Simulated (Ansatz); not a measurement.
Reaction (redistribution): `C[N](C)[Y]([OH])[OH]` + `[SiH3]BCl` → `[OH][Y]([OH])[Cl]` + `CN(C)B[SiH3]`

Computed with Ansatz on PBE0-D4/def2-TZVP structures; ΔE is electronic, products minus reactants. CBS: MP2 limit from def2 TZ/QZ plus the TZ coupled-cluster correction, frozen cores. This one scheme is used for every species. DFT in def2-TZVPP. def2 core potentials past Kr. For Y outer-core shells are correlated without core-valence functions, which leaves a few kJ/mol of doubt a bond. One conformer a species, not always the lowest.

**Question.** Is it downhill or uphill in electronic energy at CCSD(T)/CBS, and by how much? (Estimate.)

**Answer.** The calculation gave: Downhill: ΔE = -2.23 eV.

**Question.** What do these levels give: r2SCAN-D4, MP2/def2-TZVPP, CCSD(T)/def2-TZVPP, MP2/def2-QZVPP, SCS-MP2/def2-QZVPP, CCSD/CBS(def2)? (Best estimate.)

**Answer.** Computed: r2SCAN-D4 -2.22, MP2/def2-TZVPP -2.17, CCSD(T)/def2-TZVPP -2.18, MP2/def2-QZVPP -2.20, SCS-MP2/def2-QZVPP -2.20, CCSD/CBS(def2) -2.25 eV.

Largest T1 diagnostic among the species: 0.014.

In def2-TZVPP, CCSD(T) changes the Hartree–Fock value by +0.19 eV (the triples alone add +0.02 eV) and MP2 by +0.20 eV. From PBE to PBE0 (25 % exact exchange), in def2-TZVPP and without D4, ΔE moves by −0.10 eV.
